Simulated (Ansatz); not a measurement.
One change: `[SeH][Zr]([SeH])([SeH])[SeH]` becomes `[SeH][Ti]([SeH])([SeH])[SeH]`.

Ansatz, PBE0-D4/def2-TZVP geometries, multiplicity 1. Each molecule was computed in one conformer, which needn't be the lowest.

Elements past krypton have def2 core potentials. Scalar relativity is left out up to krypton.

| property | `[SeH][Zr]([SeH])([SeH])[SeH]` |
| --- | --- |
| HOMO energy (PBE0/def2-TZVPP) / eV | -7.42 |
| HOMO energy (ωB97M-V/def2-TZVPP) / eV | -9.50 |
| HOMO–LUMO gap (PBE/def2-TZVPP) / eV | 3.08 |
| HOMO energy (B3LYP/def2-TZVPP) / eV | -7.17 |
| LUMO energy (ωB97M-V/def2-TZVPP) / eV | -0.58 |
| HOMO energy (PBE/def2-TZVPP) / eV | -6.33 |

Give the same properties after the change, and the shifts. (Estimate.)

Ansatz gave: 
| property | `[SeH][Ti]([SeH])([SeH])[SeH]` | shift |
| --- | --- | --- |
| HOMO energy (PBE0/def2-TZVPP) / eV | -7.39 | 0.03 |
| HOMO energy (ωB97M-V/def2-TZVPP) / eV | -9.47 | 0.03 |
| HOMO–LUMO gap (PBE/def2-TZVPP) / eV | 2.35 | -0.73 |
| HOMO energy (B3LYP/def2-TZVPP) / eV | -7.14 | 0.03 |
| LUMO energy (ωB97M-V/def2-TZVPP) / eV | -1.05 | -0.47 |
| HOMO energy (PBE/def2-TZVPP) / eV | -6.30 | 0.03 |

B3LYP here is the variant with VWN-RPA as its local correlation; programs differ in this.

Spin–orbit coupling is left out; it splits and shifts lone-pair levels of the heavy atoms by tenths of an eV.
